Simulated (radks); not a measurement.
Values are calculated unless marked as measured or tabulated.
Fractional charge and spin in the 6s shell of tungsten: the spin-up occupation runs from 0 to 1 and the spin-down occupation from 0 to 1; the fullest corner is W, [Xe] 4f14 5d(up 2, down 2) 6s(up 1, down 1). Code: a radial shooting solver on a logarithmic mesh with Libxc functionals. Model: scalar-relativistic Kohn-Sham, r2SCAN, spin-polarised, spherical densities, finite nucleus; meta-GGA in the generalised Kohn-Sham scheme; Fermi nuclear charge, rms radius of each element as measured or else 0.836 A^(1/3) + 0.57 fm. Energy (eV) above the fullest corner. The planes named below are the two flat planes that join the four corners, with an edge along up + down = one added electron.

down \ up,0,0.25,0.5,0.75,1
0,24.270,19.782,15.666,11.928,8.551
0.25,19.782,15.773,12.126,8.845,5.913
0.5,15.666,12.126,8.936,6.098,3.605
0.75,11.928,8.845,6.098,3.697,1.636
1,8.551,5.913,3.605,1.636,0.000

Corners above the fullest one (they belong to W+ and the next ion): (up 1, down 0) 8.551 eV, (up 0, down 1) 8.551 eV, (up 0, down 0) 24.270 eV. With half an added electron in each spin the energy lies 0.385 eV from the planes, and with half an added electron in spin up alone -0.745 eV. The planes are only a guide here: the flat-plane condition holds for ground states with one frontier orbital, while this shell lies below other occupied shells, so the corners above the fullest one are inner-hole states and not the ground states of those ions.
